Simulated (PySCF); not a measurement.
SrF, SMILES [F][Sr+], charge +1.

Geometry: B3LYP-D3(BJ)/def2-TZVPD. The spin state was assumed, not searched. The def2 effective core potentials stand for the cores of Sr; spin–orbit coupling is left out.

These are PySCF with TDA-CAM-B3LYP/def2-TZVPD values and carry that method's errors.

Vertical excitations; the highest root listed may be one member of a degenerate set. Gas-phase values at a fixed geometry. State labels are in the subgroup C2v.

Computed lowest excited states:
```tsv
state	symmetry	energy (eV)	λ (nm)	f	main pairs
S1	A1	6.41	193	0.007	HOMO−2→LUMO 94 %
S2	B2	6.44	193	0.009	HOMO→LUMO (degenerate set)
S3	B1	6.44	193	0.009	HOMO−1→LUMO (degenerate set)
S4	A1	7.90	157	0.000	HOMO−2→LUMO+1 (degenerate set)
S5	A2	7.90	157	0.000	HOMO−2→LUMO+2 (degenerate set)
S6	B2	7.94	156	0.000	HOMO→LUMO+1, HOMO−1→LUMO+2 (degenerate set)
S7	B1	7.94	156	0.000	HOMO−1→LUMO+1, HOMO→LUMO+2 (degenerate set)
S8	B2	7.99	155	0.005	HOMO−1→LUMO+2, HOMO→LUMO+1 (degenerate set)
S9	B1	7.99	155	0.005	HOMO→LUMO+2, HOMO−1→LUMO+1 (degenerate set)
S10	B2	8.48	146	0.001	HOMO−2→LUMO+4 75 %, HOMO−2→LUMO+7 22 %
T1	A1	6.35	195	0	HOMO−2→LUMO 95 %
T2	B1	6.39	194	0	HOMO−1→LUMO (degenerate set)
T3	B2	6.39	194	0	HOMO→LUMO (degenerate set)
T4	A1	7.85	158	0	HOMO−2→LUMO+1 98 %
```
Triplets are in the Tamm–Dancoff approximation.
